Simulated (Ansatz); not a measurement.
Molecule: C$_{2}$H$_{7}$O$_{2}$Si, charge 0, multiplicity 2. It need not be the lowest isomer of its formula. 
Geometry from a B3LYP-D3(BJ)/def2-TZVP (Ansatz, a program for electronic structure) optimisation:
```
Si
O 1 1.6486
H 2 0.9605 1 118.39
O 1 1.6546 2 114.11 3 -46.25
C 1 1.8613 2 105.33 3 -169.07
H 5 1.0903 1 110.70 2 -176.53
H 5 1.0907 6 108.61 1 121.61
H 5 1.0917 6 108.96 7 117.48
C 1 1.8830 2 111.81 3 66.94
H 9 1.0894 1 111.24 2 174.69
H 9 1.0900 10 108.73 1 -123.25
H 9 1.0933 10 109.19 11 -118.33
```
Charge 0, spin multiplicity 2.

Total electronic energies in hartree. Cores are frozen in the correlated levels unless marked. UHF or UKS for open shells. Spin-orbit coupling is left out. No relativistic terms. CBS(X,Y): correlation extrapolated as X^-3; Hartree-Fock from the larger set. The bracket is a focal-point correction in the basis named.

| level | program | energy (Eh) |
|---|---|---|
| HF/6-31G* | Ansatz | -518.51563 |
| RI-HF/cc-pV(T+d)Z | Ansatz | -518.65607 |
| SVWN5/def2-TZVPD | Ansatz | ___ |
| PBE/def2-TZVPD | Ansatz | -520.09501 |
| BLYP/def2-TZVPD | Ansatz | ___ |
| r2SCAN-D4/def2-TZVPD | Ansatz + dftd4 | -520.37770 |
| B3LYP/def2-TZVPD | Ansatz | -520.54825 |
| HSE06-D4/def2-TZVPD | Ansatz + dftd4 | -520.12625 |
| HSE06/def2-TZVPD | Ansatz | -520.11938 |
| CAM-B3LYP-D4/def2-TZVPD | Ansatz + dftd4 | -520.44195 |
| B2PLYP-D3(BJ)/def2-TZVPD | Ansatz + dftd3 | -520.22898 |
| RPA@PBE/cc-pV(T+d)Z | Ansatz | -520.09431 |
| CCSD/6-31G* | Ansatz | -519.22686 |
| CCSD(T)/cc-pV(D+d)Z | Ansatz | -519.34312 |
| RI-MP2/CBS(cc-pV(T+d)Z,cc-pV(Q+d)Z)+[CCSD(T)-MP2]/cc-pV(T+d)Z | Ansatz | -519.7800 |

**Question.** Fill in the missing entries.

**Answer.** 
- SVWN5/def2-TZVPD, energy (Eh): -517.52707
- BLYP/def2-TZVPD, energy (Eh): -520.44779
